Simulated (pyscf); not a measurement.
## `[CH3][Si]([CH3])([CH3])[CH3]`, singlet

Gas-phase minimum from PySCF at ωB97X-D3(BJ)/def2-SVP, one conformer. 

SMILES: C[Si](C)(C)C
```xyz
17

C     -0.0824    -1.9666    -0.9707
Si    -0.3603    -0.1022    -1.0015
C     -1.3108     0.3674    -2.5603
C     -1.3528     0.4108     0.5170
C      1.3058     0.7799    -0.9920
H     -1.0404    -2.5122    -0.9772
H      0.4717    -2.2702    -0.0671
H      0.4985    -2.2961    -1.8480
H     -2.2938    -0.1309    -2.5919
H     -1.4836     1.4554    -2.6070
H     -0.7563     0.0756    -3.4674
H     -1.5350     1.4982     0.5237
H     -2.3326    -0.0944     0.5401
H     -0.8194     0.1532     1.4468
H      1.8852     0.5252    -0.0892
H      1.1766     1.8747    -1.0113
H      1.9096     0.4969    -1.8700
```
Charge 0, spin multiplicity 1.

Bonded distances (Å): C1–Si2 1.885, C1–H6 1.103, C1–H7 1.103, C1–H8 1.103, Si2–C3 1.885, Si2–C4 1.885, Si2–C5 1.885, C3–H9 1.103, C3–H10 1.103, C3–H11 1.103, C4–H12 1.103, C4–H13 1.103, C4–H14 1.103, C5–H15 1.103 (the first ones only). Bond angles (°): Si2–C1–H6 111.2, Si2–C1–H7 111.1, Si2–C1–H8 111.1, H6–C1–H7 107.8, H6–C1–H8 107.8, H7–C1–H8 107.8, C1–Si2–C3 109.5, C1–Si2–C4 109.5, C1–Si2–C5 109.4, C3–Si2–C4 109.4, C3–Si2–C5 109.5, C4–Si2–C5 109.5, Si2–C3–H9 111.1, Si2–C3–H10 111.1 (the first ones only).

Properties at ωB97X-D3(BJ)/def2-SVP:

```
Item                                                                                                                                                                                                                                                                                                                                                                         Result
---------------------------------------------------------------------------------------------------------------------  ------------------------------------------------------------------------------------------------------------------------------------------------------------------------------------------------------------------------------------------------------------
Harmonic wavenumbers, unscaled                                                                                         149, 172, 172, 172, 185, 185, 231, 231, 231, 600, 675, 675, 675, 707, 708, 708, 825, 825, 885, 885, 885, 1281, 1281, 1281, 1290, 1438, 1438, 1438, 1441, 1441, 1456, 1456, 1456, 3059, 3059, 3059, 3060, 3158, 3158, 3158, 3158, 3159, 3160, 3160, 3160 cm⁻¹
Zero-point energy                                                                                                                                                                                                                                                                                                                                                     92.9 kcal/mol
Rotational symmetry number                                                                                                                                                                                                                                                                                                                                                       12
Entropy of this conformer at 298 K and 1 atm, rigid rotor and harmonic oscillator, modes under 100 cm⁻¹ raised to 100                                                                                                                                                                                                                                               354.4 J/(mol K)
Dipole moment                                                                                                                                                                                                                                                                                                                                                                0.00 D
```

Single-point totals, which compare only within one level:

```csv
level,total energy (hartree)
ωB97X-D3(BJ)/def2-TZVP,-449.39357
PBE/def2-TZVP,-448.86557
r²SCAN/def2-TZVP,-449.12731
B3LYP-D3(BJ)/def2-TZVP,-449.31433
PBE0-D3(BJ)/def2-TZVP,-448.94399
M06-2X/def2-TZVP,-449.14581
ωB97M-D3(BJ)/def2-TZVP,-449.34108
```

Soft torsions are taken as harmonic, which can shift the entropy by several J/(mol K).
